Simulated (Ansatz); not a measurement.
A structure relaxed at PBE0-D4/def2-TZVP, charge 0, multiplicity 1:

| atom | x (Å) | y (Å) | z (Å) |
| --- | --- | --- | --- |
| Si1 | -1.2553 | -0.3813 | -1.7993 |
| C2 | -0.2709 | -1.4181 | -0.6103 |
| In3 | -0.0552 | -0.4477 | 1.3151 |
| Si4 | 1.5675 | 1.5384 | 1.5484 |
| H5 | -0.5783 | 0.9294 | -2.0149 |
| H6 | -1.4430 | -1.0231 | -3.1311 |
| H7 | -2.6091 | -0.0933 | -1.2433 |
| H8 | -0.7469 | -2.3911 | -0.4663 |
| H9 | 0.7309 | -1.5749 | -1.0215 |
| H10 | -1.0251 | -1.0315 | 2.6241 |
| H11 | 2.3808 | 1.4461 | 2.7936 |
| H12 | 0.7985 | 2.8145 | 1.6098 |
| H13 | 2.5060 | 1.6325 | 0.3958 |

Question: Give its formula and SMILES.

Answer: CH9InSi2, `[SiH3][CH2][InH][SiH3]`.

Question: Point group (tolerance 0.08 Å, 0.16 Å for H)?

Answer: C1.

Question: Summarise the bond lengths by kind.

Answer: 1 × C–Si 1.859 Å; 6 × H–Si 1.489 to 1.492 Å; 1 × C–In 2.167 Å; 2 × C–H 1.093 to 1.094 Å; 1 × In–Si 2.575 Å; 1 × H–In 1.731 Å.

All numbers were calculated with Ansatz.
